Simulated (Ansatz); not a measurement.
ZrF₄. The state is a triplet with charge 0. Geometry PBE-D4/def2-SVP, that of the neutral singlet; atoms count from 1.

```xyz
5

Zr    0.000    0.000    0.000
F    -0.300   -1.592    1.009
F    -0.584    1.512    1.008
F    -0.978   -0.090   -1.636
F     1.862    0.170   -0.381
```

In the def2 sets Zr takes a core potential; there is no spin–orbit coupling. At PBE0-D4/def2-TZVP a singlet of charge 0 lies 8.62 eV below the triplet at the same geometry.

**Question.** Estimate the Mulliken populations from the PBE0/def2-TZVP orbitals of Ansatz.

**Answer.** 
```json
{"atom": "Zr1", "charge (e)": "1.40", "spin (α − β)": "0.92", "d electrons": "2.19"}
{"atom": "F2", "charge (e)": "-0.35", "spin (α − β)": "0.27", "d electrons": "–"}
{"atom": "F3", "charge (e)": "-0.35", "spin (α − β)": "0.27", "d electrons": "–"}
{"atom": "F4", "charge (e)": "-0.35", "spin (α − β)": "0.27", "d electrons": "–"}
{"atom": "F5", "charge (e)": "-0.35", "spin (α − β)": "0.27", "d electrons": "–"}
```
Mulliken values depend strongly on the basis.

**Question.** Where does the spin sit?

**Answer.** Summed by element: Zr 0.92, F 1.08, of 2 unpaired in all. Largest on single atoms: Zr1 0.92, F2 0.27, F3 0.27.

**Question.** And the Mayer bond orders between heavy atoms (over 0.3)?

**Answer.** Zr1–F2 0.68 (1.91 Å); Zr1–F3 0.68 (1.91 Å); Zr1–F4 0.68 (1.91 Å); Zr1–F5 0.68 (1.91 Å).
